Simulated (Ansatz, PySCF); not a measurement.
Series GeXY, Y = hydroxy, computed as singlets and as triplets. All species are isolated molecules in the gas phase. One relaxed conformer stands for each flexible species; it need not be the lowest. Strings in code marks are SMILES.

Quantity: adiabatic spin-state energy, in kcal/mol. HF references are unrestricted for open shells and restricted for singlets. The restricted reference of `[OH][Ge][SiH3]` is unstable towards unrestricted orbitals.

Level 1: frozen-core CCSD(T)/cc-pVDZ // B3LYP-D3(BJ)/def2-TZVP (Ansatz, a quantum-chemistry and plane-wave program)
Level 2: LC-ωPBE/cc-pVTZ // B3LYP-D3(BJ)/def2-TZVP (Ansatz)
Level 3: B3LYP/6-31G* // B3LYP-D3(BJ)/def2-TZVP (PySCF)
Level 4: HF/6-31G* // B3LYP-D3(BJ)/def2-TZVP (PySCF)

```json
[
 {"species": "`[BH2][Ge][OH]`: multiplicity 3 minus multiplicity 1", "level 1": "13.3", "level 2": "9.54", "level 3": "13.0", "level 4": "7.26"},
 {"species": "`[OH][Ge][OH]`: multiplicity 3 minus multiplicity 1", "level 1": "65.6", "level 2": "…", "level 3": "68.1", "level 4": "…"},
 {"species": "`[C-]#[N+][Ge][OH]`: multiplicity 3 minus multiplicity 1", "level 1": "63.9", "level 2": "62.7", "level 3": "66.7", "level 4": "…"},
 {"species": "`[OH][Ge][SiH3]`: multiplicity 3 minus multiplicity 1", "level 1": "30.8", "level 2": "27.3", "level 3": "32.8", "level 4": "…"},
 {"species": "`[OH][GeH]`: multiplicity 3 minus multiplicity 1", "level 1": "42.0", "level 2": "…", "level 3": "45.3", "level 4": "28.9"}
]
```

Fill in the missing entries.


- `[OH][Ge][OH]`: multiplicity 3 minus multiplicity 1, level 2: 65.3
- `[OH][Ge][OH]`: multiplicity 3 minus multiplicity 1, level 4: 53.0
- `[C-]#[N+][Ge][OH]`: multiplicity 3 minus multiplicity 1, level 4: 51.4
- `[OH][Ge][SiH3]`: multiplicity 3 minus multiplicity 1, level 4: 17.7
- `[OH][GeH]`: multiplicity 3 minus multiplicity 1, level 2: 39.3
